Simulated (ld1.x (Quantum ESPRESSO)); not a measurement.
# iodine (I), TM: configuration errors across variants

```
Element                 : I (Z = 53)
Generator               : ld1.x (Quantum ESPRESSO) 7.5
Type                    : norm-conserving Troullier–Martins (Kleinman–Bylander form)
Functional              : PBE
Relativity              : fully relativistic
Frozen core             : [Kr] 4d10
Valence charge          : 7
Reference configuration : 5s2 5p3 (charge +2)
Partial waves           : 5s (bound): rc 1.50 bohr; 5p (bound): rc 1.45 bohr
Local potential         : all-electron potential smoothed inside 1.45 bohr (lloc = -1)
Core correction         : none
```

Open shells are filled in proportion to 2j + 1 (rel_dist='average').

All-electron excitation energies from the reference (eV): (1) 5s2 5p5 -31.032; (2) 5s2 5p4 -19.875; (3) 5s2 5p2 29.362; (4) 5s1 5p6 -20.663; (5) 5s2 5p1 68.828; (6) 5s1 5p5 -8.942; (7) 5s2 5p5.3 -32.823.

Tests that are not counted but printed errors over 1 eV. “wave 5s (bound): rc 1.50 bohr becomes 5s (bound): rc 1.00 bohr”: 5s1 5p5 (solver errors, printed error -152 eV); 5s2 5p2 (solver errors, printed error -20.5 eV); 1 more.

A true bound ghost makes a file unfit for plane-wave use even where its test errors are small: the radial tests pick states by their node count and pass the ghost by. Where a test does run into it, the solver fails or the error is huge.

Errors AE − PS in meV (a dash: test not solved or not reliable):

| change | (1) | (2) | (3) | (4) | (5) | (6) | (7) | bound ghosts |
| --- | --- | --- | --- | --- | --- | --- | --- | --- |
| base | +86 | +27 | +33 | +79 | +108 | +39 | +106 | s, d, p3/2 |
| wave 5s (bound): rc 1.50 bohr becomes 5s (bound): rc 1.00 bohr | +74 | +23 | – | +31 | – | – | +91 | p3/2 |
| wave 5s (bound): rc 1.50 bohr becomes 5s (bound): rc 1.10 bohr | +74 | +23 | +27 | +43 | +83 | +22 | +90 | s, d, p3/2 |
| wave 5s (bound): rc 1.50 bohr becomes 5s (bound): rc 1.26 bohr | +76 | +23 | +28 | +66 | +85 | +43 | +94 | s, d, p3/2 |
| wave 5s (bound): rc 1.50 bohr becomes 5s (bound): rc 1.38 bohr | +83 | +25 | +31 | +63 | +99 | +25 | +101 | s, d, p3/2 |
| wave 5s (bound): rc 1.50 bohr becomes 5s (bound): rc 1.70 bohr | +89 | +27 | +34 | +94 | +111 | +57 | +109 | s, d |
| wave 5s (bound): rc 1.50 bohr becomes 5s (bound): rc 1.84 bohr | +89 | +27 | +34 | +94 | +111 | +57 | +109 | s, d, p3/2 |
| wave 5s (bound): rc 1.50 bohr becomes 5s (bound): rc 1.94 bohr | +89 | +27 | +34 | +94 | +112 | +56 | +109 | s, d, p3/2 |
| wave 5s (bound): rc 1.50 bohr becomes 5s (bound): rc 2.08 bohr | +89 | +28 | +34 | +97 | +114 | +55 | +109 | s, d, p3/2 |
| wave 5s (bound): rc 1.50 bohr becomes 5s (bound): rc 2.24 bohr | +89 | +28 | +35 | +102 | +119 | +57 | +109 | s, d, p3/2 |

Question: Give the same row for: wave 5s (bound): rc 1.50 bohr becomes 5s (bound): rc 1.52 bohr.

Answer: +87, +27, +33, +85, +109, +45, +107; bound ghosts: s, d, p3/2.
